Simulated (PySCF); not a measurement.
# Spinor energies of Br²⁶⁺ (bromine, charge +26)

Start: [He] 2s2 2p5; 2p1/2 filled at m_j = -1/2, +1/2; 2p3/2 filled at m_j = -1/2, +1/2, +3/2. Calculated with PySCF 2.14 in an even-tempered Gaussian basis (18 s from 8.4 bohr⁻², ratio 2.4; 12 p from 11 bohr⁻², ratio 2.4; 5 d from 44 bohr⁻², ratio 2.6; 4 f from 66 bohr⁻², ratio 2.6): generalised Hartree-Fock with the X2C-1e Hamiltonian and a Gaussian nucleus; one run each with spin-orbit coupling (SO) switched off, then screened by Boettger's factors.

```tsv
spinor shell	electrons	ε, spin-free (eV)	ε, screened SO (eV)	weight of nominal j (screened SO)	rms radius, screened SO (bohr)
1s1/2	2	-14951.4	-14949.9	1.000	0.0491
2s1/2	2	-3080.4	-3079.9	1.000	0.199
2p1/2	2	-2891.1	-2924.8	0.986	0.173
2p3/2	3	-2891.1	-2874.5	0.991	0.177
```

```csv
quantity,spin-free,screened SO
E (hartree),-2087.94695,-2088.66816
M_J,3/2,3/2
⟨J²⟩,3.750,3.750
⟨L²⟩,2.000,2.001
⟨S²⟩,0.750,0.751
```

Each row is a mean over spinors that exchange with the open shell spreads, by up to 27.146 eV (2s1/2).

Without spin-orbit coupling the j labels of p, d and f shells carry no meaning; the spin-free column gives the mean over the occupied spinors of each nl shell.
